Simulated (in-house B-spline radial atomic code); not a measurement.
Orbital energies and mean radii along the 42-electron series, configuration 1s2 2s2 2p6 3s2 3p6 3d10 4s2 4p6 4d3/2(4) 4d5/2(2). The effective charge is n√(-2ε), a non-relativistic measure. Computed with a radial B-spline atomic code at the basis-set limit: Dirac-Hartree-Fock, jj configuration that fills j = l - 1/2 first, finite nuclei.

```json
{"ion": "Te10+", "Z": "52", "energy of 3d3/2 (Eh)": "-29.208", "mean radius of 3d3/2 (bohr)": "0.29255", "energy of 4d3/2 (Eh)": "-8.1043", "mean radius of 4d3/2 (bohr)": "0.86098", "energy of 3d5/2 (Eh)": "-28.735", "mean radius of 3d5/2 (bohr)": "0.29683", "energy of 4p1/2 (Eh)": "-11.577", "mean radius of 4p1/2 (bohr)": "0.77104", "effective charge of 3d3/2": "22.929"}
{"ion": "I11+", "Z": "53", "energy of 3d3/2 (Eh)": "-31.902", "mean radius of 3d3/2 (bohr)": "0.28431", "energy of 4d3/2 (Eh)": "-9.2958", "mean radius of 4d3/2 (bohr)": "0.82184", "energy of 3d5/2 (Eh)": "-31.382", "mean radius of 3d5/2 (bohr)": "0.2886", "energy of 4p1/2 (Eh)": "-12.977", "mean radius of 4p1/2 (bohr)": "0.74268", "effective charge of 3d3/2": "23.963"}
{"ion": "Xe12+", "Z": "54", "energy of 3d3/2 (Eh)": "-34.714", "mean radius of 3d3/2 (bohr)": "0.27652", "energy of 4d3/2 (Eh)": "-10.555", "mean radius of 4d3/2 (bohr)": "0.78648", "energy of 3d5/2 (Eh)": "-34.144", "mean radius of 3d5/2 (bohr)": "0.28081", "energy of 4p1/2 (Eh)": "-14.45", "mean radius of 4p1/2 (bohr)": "0.71633", "effective charge of 3d3/2": "24.997"}
{"ion": "Cs13+", "Z": "55", "energy of 3d3/2 (Eh)": "-37.643", "mean radius of 3d3/2 (bohr)": "0.26913", "energy of 4d3/2 (Eh)": "-11.881", "mean radius of 4d3/2 (bohr)": "0.75432", "energy of 3d5/2 (Eh)": "-37.02", "mean radius of 3d5/2 (bohr)": "0.27344", "energy of 4p1/2 (Eh)": "-15.994", "mean radius of 4p1/2 (bohr)": "0.6918", "effective charge of 3d3/2": "26.03"}
{"ion": "Ba14+", "Z": "56", "energy of 3d3/2 (Eh)": "-40.691", "mean radius of 3d3/2 (bohr)": "0.26212", "energy of 4d3/2 (Eh)": "-13.275", "mean radius of 4d3/2 (bohr)": "0.72491", "energy of 3d5/2 (Eh)": "-40.011", "mean radius of 3d5/2 (bohr)": "0.26643", "energy of 4p1/2 (Eh)": "-17.61", "mean radius of 4p1/2 (bohr)": "0.66888", "effective charge of 3d3/2": "27.064"}
{"ion": "La15+", "Z": "57", "energy of 3d3/2 (Eh)": "-43.855", "mean radius of 3d3/2 (bohr)": "0.25546", "energy of 4d3/2 (Eh)": "-14.735", "mean radius of 4d3/2 (bohr)": "0.69789", "energy of 3d5/2 (Eh)": "-43.115", "mean radius of 3d5/2 (bohr)": "0.25978", "energy of 4p1/2 (Eh)": "-19.299", "mean radius of 4p1/2 (bohr)": "0.64741", "effective charge of 3d3/2": "28.096"}
```

**Question.** How does the screening of 3d3/2 change?

**Answer.** Z less the effective charge goes from 29.07 at Z = 52 to 28.90 at Z = 57.
